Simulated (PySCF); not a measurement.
Run record: geometry optimisation, SnHMe2I (`[I][SnH]([CH3])[CH3]`).

Method: PBE0-D3(BJ)/def2-SVP geometry optimisation, gas phase, def2 core potentials past Kr (PySCF 2.14.0). Start geometry: GFN2-xTB. The input is one job of a driver script: a line of settings, then coordinates in Å.

Input:
```
{"job": {"xc": "PBE0", "basis": "def2-SVP", "d3": "d3bj", "grid": 1, "maxiter": 30, "shake": 0.03, "kind": "geom"}, "charge": 0, "multiplicity": 1}
Sn    -0.192830    -0.506170     0.545190
H     -0.359550    -0.595640     2.231650
C      1.734560    -0.586370    -0.229130
H      2.493610     0.241120     0.176180
H      1.775320    -0.547620    -1.318370
H      2.222150    -1.508110     0.093760
C     -1.347640     1.283050    -0.206600
H     -2.353610     1.265240     0.130940
H     -1.380930     1.286880    -1.234080
H     -0.926080     2.201070     0.164000
I     -1.566940    -2.618950    -0.322660
```

Output:
```
step   0  E = -592.31122328  max force = 0.058217
step   1  E = -592.32655673  max force = 0.011291
step   2  E = -592.32786210  max force = 0.004560
step   3  E = -592.32809353  max force = 0.002441
step   4  E = -592.32810985  max force = 0.000539
step   5  E = -592.32810302  max force = 0.000662
step   6  E = -592.32809899  max force = 0.000297
step   7  E = -592.32809618  max force = 0.000175
optimisation converged
```

Energies in Eh; «max force» is the largest Cartesian gradient component in Eh/bohr.

Task: Give the first gradient maximum in eV/Å.

Result: With 1 Eh/bohr = 51.422 eV/Å, 2.994 eV/Å.

Summary of the converged run: final energy -592.32810 Eh after 7 steps; dipole 3.16 D.

Task: Give the final coordinates.

Result: 0.074 Å rms from the input after alignment:
```
atom  x, y, z in Å
Sn1   -0.2489   -0.4441    0.5459
H2    -0.3174   -0.5702    2.2568
C3     1.7563   -0.5697   -0.2028
H4     2.3585    0.2614    0.1924
H5     1.7377   -0.5169   -1.3000
H6     2.2053   -1.5238    0.1043
C7    -1.3239    1.2586   -0.1907
H8    -2.3643    1.2191    0.1591
H9    -1.3125    1.2487   -1.2891
H10   -0.8532    2.1846    0.1710
I11   -1.5393   -2.6331   -0.4160
```

Time: 50 s; peak memory 0.49 GiB. Hardware: Intel Xeon Platinum 8488C, one thread, no GPU, shared host with 32 logical CPUs at a one-minute load of 5.2.
Labels such as C1 count atoms from 1, the log's own numbers from 0.
